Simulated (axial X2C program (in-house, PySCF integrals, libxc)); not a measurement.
**Curves of BaF by EOM-EA-CCSD**

Calculated with an axial X2C code built on PySCF integrals: two-component X2C with atomic mean-field Coulomb and Gaunt terms, Gaussian nuclei, basis Ba dyall-acv3z, F dyall-av3z with contracted cores.

Energies in eV from the lowest point of the lowest state; states are followed by energy order within each Ω. Reference: BaF⁺, 16 electrons correlated in 160 virtual spinors with an MP2 remainder; levels at this size can be off by some tenths of an eV. Masses 137.905 and 18.998 u.

| R (Å) | (1)Ω=1/2 | (1)Ω=3/2 | (2)Ω=1/2 | (1)Ω=5/2 | (2)Ω=3/2 | (3)Ω=1/2 | (4)Ω=1/2 | (3)Ω=3/2 |
| --- | --- | --- | --- | --- | --- | --- | --- | --- |
| 1.985 | 0.3237 | 1.8277 | 1.8029 | 1.8696 | 1.8765 | 2.1879 | 2.9300 | 2.9506 |
| 2.072 | 0.0879 | 1.5642 | 1.5632 | 1.6084 | 1.6379 | 1.9160 | 2.6905 | 2.7102 |
| 2.158 | 0.0000 | 1.4459 | 1.4650 | 1.4926 | 1.5417 | 1.7884 | 2.5885 | 2.6111 |
| 2.255 | 0.0270 | 1.4366 | 1.4753 | 1.4860 | 1.5536 | 1.7693 | 2.5975 | 2.6237 |
| 2.352 | 0.1445 | 1.5168 | 1.5721 | 1.5688 | 1.6515 | 1.8406 | 2.6970 | 2.7276 |
| 2.482 | 0.3877 | 1.7105 | 1.7835 | 1.7656 | 1.8636 | 2.0236 | 2.9179 | 2.9548 |
| 2.697 | 0.8950 | 2.1391 | 2.2322 | 2.1987 | 2.3125 | 2.4367 | 3.3954 | 3.4433 |

(1) Fit the curves (1)Ω=1/2, (1)Ω=3/2, (2)Ω=1/2, (1)Ω=5/2, (2)Ω=3/2, (3)Ω=1/2, (3)Ω=3/2 near their minima.

For BaF⁺ at CCSD, and between the minima:

Re = 2.103 Å, ωe = 530.0 cm⁻¹; removing the electron costs 4.787 eV without zero-point terms.

T1 of the reference reaches 0.019 (Lee–Taylor). Curves followed by order can swap character. Number of frozen shells: Ba 4 s, 3 p, 2 d; F 1 s. Roots with under 60 % one-particle weight at any point are counted in the labels but not shown, and the list ends where the roots sought for some Ω run out; states that need a further excitation are missing and may lie low or lowest. Curves with a minimum but no constants failed the fit check.

## Answers

(1) At EOM-EA-CCSD from BaF⁺ (the fit fixes ωe to about one per cent; ωe of higher roots by this method can be off by ten per cent):

| state | Te (cm⁻¹) | Re (Å) | ωe (cm⁻¹) |
| --- | --- | --- | --- |
| (1)Ω=1/2 | 0 | 2.182 | 457.9 |
| (1)Ω=3/2 | 11540 | 2.213 | 426.8 |
| (2)Ω=1/2 | 11780 | 2.196 | 436.4 |
| (1)Ω=5/2 | 11930 | 2.211 | 428.6 |
| (2)Ω=3/2 | 12400 | 2.194 | 436.5 |
| (3)Ω=1/2 | 14260 | 2.222 | 421.0 |
| (3)Ω=3/2 | 21020 | 2.194 | 446.2 |
